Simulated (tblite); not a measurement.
Species: C₅H₇NO₂ (charge +1 and doublet state).
Z-matrix (Å and degrees, GFN2-xTB geometry), rows numbered from 1:
```
C 
C   1  1.3385
O   2  1.3483  1  120.05
C   3  1.3175  2  121.74  1   179.99
C   4  1.3781  3  121.16  2  -179.98
N   5  1.3379  4  124.98  3     0.01
C   6  1.4153  5  121.45  4  -179.97
O   7  1.1859  6  122.16  5     0.02
H   1  1.0752  2  120.58  3  -179.97
H   1  1.0775  2  121.60  3     0.03
H   2  1.0852  1  123.18  3   179.97
H   4  1.0857  3  119.08  2    -0.03
H   5  1.0850  4  119.76  3  -179.99
H   6  1.0159  5  119.46  4     0.01
H   7  1.0966  6  111.57  5  -179.98
```

Computed with GFN2-xTB (tblite): harmonic, unscaled wavenumbers at the GFN2-xTB geometry, gas phase. The method is semi-empirical: single wavenumbers can be off by several per cent or more. One conformer, not necessarily the lowest. Open shells enter through the occupations alone, without spin polarisation, and single modes of such species can be off by tens of per cent.

Harmonic wavenumbers (cm⁻¹): 64.6, 89.7, 134.7, 175.2, 211.9, 234.3, 278.7, 397.5, 482.7, 613.2, 627.0, 661.9, 779.0, 821.3, 877.5, 900.6, 901.1, 928.2, 956.0, 973.1, 1100.2, 1150.4, 1204.4, 1243.0, 1266.1, 1278.0, 1317.7, 1327.5, 1379.0, 1515.2, 1605.1, 1778.1, 2899.9, 3031.8, 3037.1, 3050.8, 3113.3, 3159.9, 3357.3.

A = 9688, B = 763.7, C = 707.9 MHz; mass 113.048 u (most abundant isotopes); point group Cs, symmetry number 1; spin multiplicity 2.

**Question.** What is the zero-point energy?

**Answer.** ½Σν̃ = 24462 cm⁻¹ = 292.62 kJ/mol.

**Question.** Give the ideal-gas entropy at 298.15 K and 1 bar in the rigid-rotor, harmonic-oscillator model (classical rotation).

**Answer.** Translation 167.82, rotation 119.28, vibration 96.40, spin (R ln 2) 5.76: S = 389.3 J/(mol K).

**Question.** And Cp and H(298.15 K) − H(0)?

**Answer.** Cp = 136.12 J/(mol K), of which vibrations give 102.86 (their classical limit is 39 R = 324.3); H(298.15 K) − H(0) = 25.41 kJ/mol without the zero-point energy, 15.49 from vibrations.

**Question.** Blend soft modes into free rotors: weight 1/[1 + (100 cm⁻¹/ν̃)⁴] for the oscillator and the rest for a rotor with moment μB/(μ + B), μ = h/(8π²ν), B = 10⁻⁴⁴ kg m². What vibrational entropy results?

**Answer.** 90.70 J/(mol K) in place of 96.40, which changes −T·S at 298.15 K by +1.70 kJ/mol.

**Question.** How do the functions run with temperature in this model?

**Answer.** 
```tsv
T (K)	S (J/(mol K))	Cp (J/(mol K))	H − H(0) (kJ/mol)	G − H(0) (kJ/mol)	ln q(vib)
150	314.9	87.0	8.96	-38.28	2.21
250	366.8	119.5	19.26	-72.44	4.33
400	434.0	169.5	41.01	-132.60	7.47
600	512.9	219.5	80.26	-227.49	11.58
900	611.4	265.2	153.59	-396.68	17.37
```

q(vib) and H(0) count from the zero-point level.

**Question.** What must be added to the electronic energy to get the Gibbs energy at 298.15 K and 1 bar?

**Answer.** ZPE + [H(298.15 K) − H(0)] − T·S = 292.62 + 25.41 − 116.06 = 201.97 kJ/mol.

**Question.** Which modes carry the vibrational entropy at 298.15 K?

**Answer.** 64.6 cm⁻¹: 18.04; 89.7 cm⁻¹: 15.34; 134.7 cm⁻¹: 12.04; 175.2 cm⁻¹: 9.95; 211.9 cm⁻¹: 8.48; 234.3 cm⁻¹: 7.72 J/(mol K); the other 33 give 24.82 together.

Hindered rotation and anharmonicity are outside this model. Other conformers, if any are populated, would add a mixing term that is left out.
